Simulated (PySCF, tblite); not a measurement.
One entry of a table of gas-phase calculations, keyed by method. Lists by class give the value and the number of equivalent atoms.

```json
{
 "formula": "C4H4FO2",
 "smiles": "C[C@@H]1O[C@]1(F)[C]=O",
 "charge": 0,
 "multiplicity": 2,
 "geometry_level": "GFN2-xTB",
 "atoms_angstrom": [
  ["C", -1.363, 0.533, -0.06],
  ["C", -0.425, -0.607, -0.338],
  ["O", 0.173, -1.266, 0.745],
  ["C", 1.026, -0.529, -0.036],
  ["F", 1.853, -1.297, -0.828],
  ["C", 1.617, 0.702, 0.479],
  ["O", 2.604, 1.297, 0.201],
  ["H", -2.36, 0.143, 0.13],
  ["H", -1.03, 1.092, 0.811],
  ["H", -1.405, 1.196, -0.921],
  ["H", -0.685, -1.259, -1.169]
 ],
 "electronic_structure_code": "PySCF",
 "results": {
  "GFN2-xTB geometry": {
   "point_group": "C1",
   "rotational_constants_GHz": [4.03, 2.368, 1.753]
  },
  "GFN2-xTB harmonic vibrations, gas phase": {
   "strongest_ir_bands_cm-1_km_per_mol_modes": [
    [740.7, 33.5, 1],
    [891.2, 63.3, 1],
    [988.0, 98.3, 1],
    [1045.1, 99.9, 1],
    [1432.2, 68.3, 1],
    [1925.8, 301.6, 1]
   ],
   "zpe_kcal_per_mol": 45.5
  },
  "UKS B3LYP, pcH-1 on C F H O, non-relativistic, mean-field spin-orbit, GIAO": {
   "g_iso": 2.00063,
   "g_tensor": [1.99498, 2.00208, 2.00484],
   "s2": 0.753,
   "a_iso_by_class_MHz": [
    ["13C", 364.6, 1],
    ["13C", 225.3, 1],
    ["19F", 147.6, 1],
    ["17O", -38.4, 1],
    ["13C", 5.5, 1]
   ],
   "spin_populations_mulliken_by_atom": [0.0, 0.0, -0.01, 0.06, 0.03, 0.63, 0.27, 0.0, 0.01, 0.0, 0.0]
  }
 }
}
```

The rotational constants make it an asymmetric top with κ = (2B − A − C)/(A − C) = -0.46, nearer the prolate limit (−1). g_iso is shifted by about -1680 ppm from the free-electron value 2.002319; the principal values span 0.0099. ⟨S²⟩ is 0.003 above the pure-spin value S(S + 1) = 0.75. The zero-point energy, half the sum of the 27 harmonic wavenumbers, equals 15900 cm⁻¹ or 190 kJ/mol.

 In GFN2-xTB open shells enter through the occupations alone, without spin polarisation, so single modes can be far off. Hyperfine couplings depend on the geometry, which wasn't re-optimised at a DFT level. The unpaired spin is shared among atoms: the largest Mulliken spin population is 0.63. Couplings of like nuclei are plain means over topologically equivalent atoms, as if these changed places fast (by rotation of a methyl-like group, say); in this geometry the members of some sets differ.

For the vibration job (GFN2-xTB), hardware: one thread of an Intel Xeon at 2.50 GHz (shared host). Cost: 0.63 s of wall time.

Conformer computed: `[CH3:1][C@@H:2]1[O:3][C@:4]1([F:5])[C:6]=[O:7]`: O3–C4–C6–O7 156°.

One conformer stands for the species.
